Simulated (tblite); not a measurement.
A geometry optimisation, step by step.

C6H13AsSi.
SMILES with atom numbers: `[CH:1]#[C:2][CH2:3][CH2:4][CH2:5][As:6]([CH3:7])[SiH3:8]` (hydrogens: H9 on C1; H10, H11 on C3; H12, H13 on C4; H14, H15 on C5; H16, H17, H18 on C7; H19, H20, H21 on Si8)

Computed with GFN2-xTB (tblite), gas phase: L-BFGS steps from a force-field or distance-geometry start until the largest atomic force falls under 0.01 eV/Å. 6 of its 44 geometries are shown.

Step 0: E = -639.1792 eV, largest atomic force 0.987 eV/Å
```
atom  x, y, z in Å  |  force x, y, z in eV/Å
C1      4.172    1.701   -1.086   -0.665  -0.624   0.287
C2      3.356    0.894   -0.713    0.565   0.212  -0.008
C3      2.394   -0.106   -0.236    0.077   0.513  -0.333
C4      0.979    0.273   -0.731   -0.088  -0.257   0.576
C5     -0.050   -0.761   -0.238    0.329   0.022  -0.395
As6    -1.857   -0.280   -0.910    0.051  -0.004   0.293
C7     -2.731   -1.756    0.055   -0.243  -0.476   0.453
Si8    -2.263    1.257    0.800   -0.132  -0.043  -0.390
H9      4.873    2.416   -1.419   -0.184  -0.157   0.059
H10     2.670   -1.101   -0.629   -0.048   0.346   0.168
H11     2.406   -0.135    0.869    0.052   0.001  -0.415
H12     0.963    0.299   -1.833    0.034   0.127   0.307
H13     0.700    1.271   -0.323    0.228  -0.478  -0.378
H14     0.215   -1.763   -0.648   -0.089   0.473   0.363
H15    -0.055   -0.803    0.867    0.089  -0.130  -0.414
H16    -2.374   -1.813    1.119   -0.331  -0.046  -0.929
H17    -3.828   -1.595    0.060    0.561  -0.261   0.023
H18    -2.505   -2.722   -0.455   -0.253   0.562   0.411
H19    -1.497    2.483    0.557   -0.029   0.079   0.118
H20    -3.699    1.574    0.827    0.077   0.058   0.097
H21    -1.879    0.683    2.095   -0.001   0.080   0.108
```

Step 9: E = -639.2974 eV, largest atomic force 0.132 eV/Å
```
atom  x, y, z in Å  |  force x, y, z in eV/Å
C1      4.156    1.695   -1.083    0.019   0.002   0.001
C2      3.377    0.875   -0.693    0.006   0.062  -0.049
C3      2.400   -0.092   -0.244    0.022  -0.004   0.001
C4      0.989    0.266   -0.725    0.038  -0.011  -0.003
C5     -0.036   -0.758   -0.257    0.019   0.004   0.001
As6    -1.859   -0.292   -0.902   -0.029  -0.088   0.094
C7     -2.752   -1.775    0.057   -0.012  -0.039  -0.001
Si8    -2.273    1.266    0.774   -0.011   0.019   0.003
H9      4.856    2.400   -1.414    0.031   0.036  -0.016
H10     2.683   -1.077   -0.629   -0.022  -0.017   0.051
H11     2.423   -0.123    0.851   -0.033  -0.061  -0.013
H12     0.980    0.320   -1.820    0.026  -0.020   0.033
H13     0.724    1.260   -0.348    0.004  -0.035   0.010
H14     0.230   -1.753   -0.633    0.013   0.020  -0.083
H15    -0.031   -0.830    0.836   -0.002   0.037  -0.013
H16    -2.399   -1.839    1.086   -0.017  -0.002   0.020
H17    -3.833   -1.640    0.068   -0.016   0.021  -0.009
H18    -2.540   -2.725   -0.432    0.001  -0.027  -0.050
H19    -1.514    2.506    0.591   -0.011   0.048  -0.010
H20    -3.698    1.601    0.854   -0.030   0.036  -0.005
H21    -1.892    0.731    2.091    0.003   0.017   0.038
```

Step 17: E = -639.3056 eV, largest atomic force 0.057 eV/Å
```
atom  x, y, z in Å  |  force x, y, z in eV/Å
C1      4.166    1.699   -1.084   -0.015  -0.014   0.006
C2      3.384    0.880   -0.696    0.004   0.010  -0.002
C3      2.410   -0.091   -0.244    0.012  -0.026   0.020
C4      0.999    0.264   -0.726    0.015   0.019  -0.013
C5     -0.028   -0.760   -0.266    0.025  -0.003   0.011
As6    -1.867   -0.301   -0.880   -0.015  -0.028   0.036
C7     -2.763   -1.796    0.062   -0.009  -0.005   0.008
Si8    -2.283    1.282    0.782   -0.005  -0.018  -0.024
H9      4.860    2.410   -1.419    0.000  -0.003   0.003
H10     2.691   -1.080   -0.619    0.017  -0.018  -0.040
H11     2.425   -0.134    0.849    0.010   0.031   0.038
H12     1.000    0.318   -1.820   -0.016   0.014  -0.022
H13     0.734    1.254   -0.345   -0.008   0.030  -0.005
H14     0.241   -1.745   -0.663   -0.032  -0.021  -0.014
H15    -0.014   -0.836    0.826   -0.001  -0.028   0.009
H16    -2.422   -1.874    1.094   -0.002  -0.008  -0.013
H17    -3.844   -1.652    0.065    0.011   0.018  -0.005
H18    -2.558   -2.743   -0.440    0.018   0.033  -0.011
H19    -1.534    2.528    0.592    0.005   0.012  -0.029
H20    -3.706    1.629    0.857   -0.018   0.000  -0.010
H21    -1.900    0.766    2.106    0.003   0.004   0.057
```

Step 26: E = -639.3082 eV, largest atomic force 0.034 eV/Å
```
atom  x, y, z in Å  |  force x, y, z in eV/Å
C1      4.168    1.700   -1.084    0.001   0.004  -0.001
C2      3.388    0.880   -0.694   -0.010   0.008  -0.010
C3      2.415   -0.092   -0.243    0.008  -0.005   0.003
C4      1.003    0.263   -0.726    0.011   0.009  -0.003
C5     -0.024   -0.764   -0.267    0.011   0.005  -0.002
As6    -1.867   -0.300   -0.861   -0.012  -0.009   0.010
C7     -2.767   -1.802    0.067    0.012   0.026  -0.018
Si8    -2.288    1.285    0.794    0.002  -0.007  -0.015
H9      4.861    2.412   -1.419    0.006   0.001   0.002
H10     2.699   -1.079   -0.622   -0.003  -0.011  -0.003
H11     2.432   -0.130    0.851   -0.005  -0.004   0.006
H12     1.003    0.322   -1.820   -0.009  -0.018  -0.007
H13     0.739    1.255   -0.347   -0.018  -0.004   0.024
H14     0.231   -1.746   -0.683    0.006   0.001   0.001
H15     0.001   -0.859    0.824    0.002  -0.010  -0.002
H16    -2.433   -1.898    1.101    0.003   0.002  -0.023
H17    -3.846   -1.650    0.062    0.010  -0.014   0.005
H18    -2.557   -2.739   -0.453   -0.010   0.009   0.014
H19    -1.546    2.531    0.570    0.012   0.010  -0.003
H20    -3.711    1.634    0.851   -0.014  -0.010   0.004
H21    -1.909    0.796    2.131   -0.002   0.017   0.019
```

Step 34: E = -639.3090 eV, largest atomic force 0.017 eV/Å
```
atom  x, y, z in Å  |  force x, y, z in eV/Å
C1      4.168    1.701   -1.084    0.001  -0.002   0.001
C2      3.387    0.882   -0.697    0.000   0.000   0.000
C3      2.416   -0.093   -0.244   -0.001   0.000   0.000
C4      1.003    0.261   -0.724   -0.003   0.000   0.000
C5     -0.022   -0.769   -0.267   -0.002  -0.008   0.002
As6    -1.865   -0.297   -0.856   -0.014   0.001   0.009
C7     -2.767   -1.801    0.064    0.008   0.003  -0.004
Si8    -2.289    1.288    0.798    0.003  -0.006  -0.011
H9      4.864    2.412   -1.417   -0.002   0.002   0.000
H10     2.700   -1.080   -0.624    0.000   0.001   0.000
H11     2.434   -0.131    0.850    0.003  -0.003  -0.001
H12     1.000    0.319   -1.818    0.000   0.008   0.000
H13     0.735    1.250   -0.340   -0.001   0.001   0.003
H14     0.232   -1.747   -0.690    0.004  -0.010  -0.003
H15     0.008   -0.872    0.823   -0.007  -0.001   0.006
H16    -2.430   -1.900    1.096    0.000   0.000  -0.003
H17    -3.846   -1.652    0.063    0.011   0.004   0.002
H18    -2.558   -2.736   -0.457   -0.002  -0.001   0.000
H19    -1.546    2.532    0.561   -0.007   0.008   0.002
H20    -3.716    1.627    0.850    0.001   0.000  -0.003
H21    -1.916    0.821    2.145    0.006   0.003   0.001
```

Step 43: E = -639.3092 eV, largest atomic force 0.010 eV/Å
```
atom  x, y, z in Å  |  force x, y, z in eV/Å
C1      4.168    1.701   -1.084   -0.004   0.002   0.000
C2      3.385    0.882   -0.698    0.003  -0.004   0.003
C3      2.416   -0.094   -0.245    0.001   0.000   0.000
C4      1.002    0.260   -0.722    0.001   0.000   0.003
C5     -0.022   -0.773   -0.268    0.000  -0.001   0.003
As6    -1.864   -0.297   -0.857   -0.007   0.001   0.007
C7     -2.764   -1.801    0.064   -0.002   0.005  -0.001
Si8    -2.287    1.290    0.797    0.001  -0.001  -0.006
H9      4.862    2.413   -1.417   -0.002  -0.002   0.000
H10     2.700   -1.080   -0.626   -0.001   0.002  -0.004
H11     2.437   -0.134    0.849    0.000   0.000  -0.001
H12     0.997    0.324   -1.815    0.001  -0.001   0.004
H13     0.731    1.247   -0.333    0.004  -0.001   0.006
H14     0.233   -1.751   -0.692    0.001   0.002  -0.008
H15     0.004   -0.879    0.822    0.005   0.003   0.005
H16    -2.425   -1.901    1.095    0.003  -0.002  -0.002
H17    -3.843   -1.649    0.066   -0.004  -0.002   0.004
H18    -2.559   -2.736   -0.459   -0.001   0.002   0.001
H19    -1.554    2.539    0.559    0.001   0.004  -0.006
H20    -3.716    1.624    0.846   -0.004  -0.004   0.000
H21    -1.912    0.833    2.147    0.003  -0.004  -0.007
```

Question: Summarise the path.

Answer: The energy falls by 12.54 kJ/mol from step 0 to step 43; nine tenths of that is first reached at step 9. It falls at every step. The largest force goes from 0.987 to 0.010 eV/Å. Among the bonds C7–H16 changes most, from 1.124 to 1.090 Å; the atoms move by 0.064 Å rms after alignment.

What follows is the cost of the whole relaxation. Time: 0.8 s. Hardware: an Intel Xeon at 2.70 GHz with one thread, no GPU, shared host with 64 logical CPUs at a one-minute load of 61.
